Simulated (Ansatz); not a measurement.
System: CH4ClSi, charge 0, doublet. CH4ClSi (SMILES C[SiH]Cl, doublet).
B3LYP-D3(BJ)/def2-TZVP minimum from Ansatz (an electronic-structure program):
```xyz
7

Si     0.0665    -0.5755     0.5672
C     -1.3759    -1.2537    -0.4190
Cl     0.7459     1.1748    -0.3258
H     -0.3407    -0.2237     1.9548
H     -2.1777    -0.5121    -0.4649
H     -1.7628    -2.1563     0.0585
H     -1.0738    -1.5003    -1.4370
```
Charge 0, spin multiplicity 2.

Total energies in cc-pV(D+d)Z, 19 correlated electrons, 11 frozen orbitals. UHF or UKS for unpaired electrons; spin-orbit terms are left out. Correlated methods leave the cores frozen. No relativity.

```csv
method,program,energy (Eh),minus CCSDT(Q) (mEh)
HF,Ansatz,-788.66160,420.56
MP2,Ansatz,-789.02581,56.35
CCSD,Ansatz,-789.06984,12.32
CCSD(T),Ansatz,-789.08035,1.82
CCSDT(Q),Ansatz,-789.08216,0.00
```

Rough core times of Ansatz's runs on a shared machine: CCSD(T) under 20 s, CCSDT(Q) 50 min.
